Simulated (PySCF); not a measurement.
**Stretching GaN⁺**

Set-up: PySCF, no relativity, basis sets Ga def2-TZVPPD, N def2-TZVPPD. Energies in eV from Ga⁺ + N in their ground configurations at the same level. All curves are PBE0. state 1: ⁴Σ⁻ (quartet), unpaired electrons σ ↑, π ↑↑; state 2: Ms = 0.5 determinant of mixed spin (⟨S²⟩ near 1.8), unpaired electrons σ ↓, π ↑↑, a second solution, started from another occupation.

```json
{"R (Å)": "2.150", "state 1": "-0.1275", "state 2": "0.6704"}
{"R (Å)": "2.250", "state 1": "-0.1670", "state 2": "0.7085"}
{"R (Å)": "2.350", "state 1": "-0.1870", "state 2": "0.7515"}
{"R (Å)": "2.425", "state 1": "-0.1937", "state 2": "0.7824"}
{"R (Å)": "2.500", "state 1": "-0.1953", "state 2": "0.8108"}
{"R (Å)": "2.575", "state 1": "-0.1931", "state 2": "0.8366"}
{"R (Å)": "2.675", "state 1": "-0.1860", "state 2": "0.8675"}
{"R (Å)": "2.800", "state 1": "-0.1726", "state 2": "0.9015"}
{"R (Å)": "2.950", "state 1": "-0.1534", "state 2": "0.9368"}
{"R (Å)": "3.150", "state 1": "-0.1271", "state 2": "0.9764"}
```

Q: Put a parabola through the three lowest points of the state 1 curve and estimate Re, k and ωe (reduced mass 11.64 u; 1 eV/Å² = 0.16022 mdyn/Å; ωe = 1302.8·√(k/μ) cm⁻¹).

A: Through R = 2.425, 2.5, 2.575 Å the second-order coefficient is 0.338 eV/Å², so Re ≈ 2.494 Å, k ≈ 0.108 mdyn/Å and ωe ≈ 126 cm⁻¹. A polynomial fit of higher order to the unrounded PBE0 energies gives Re = 2.491 Å, k = 0.111 mdyn/Å, ωe = 127 cm⁻¹; anharmonicity and rounding make the difference.

The higher-order fit for each curve: state 1: Re = 2.491 Å, ωe = 127 cm⁻¹, De = 0.195 eV. State 2 gave no clean fit.

The bond is weak. Basis-set superposition, not corrected here, can be much of De in a small basis, most of all at correlated wavefunction levels. Spin–orbit coupling is left out. For an ion De counts to the pair picked by the measured ionisation energies or electron affinities, which need not be the lowest pair at this level. The state was picked by a PBE0 search and need not be the measured ground state.
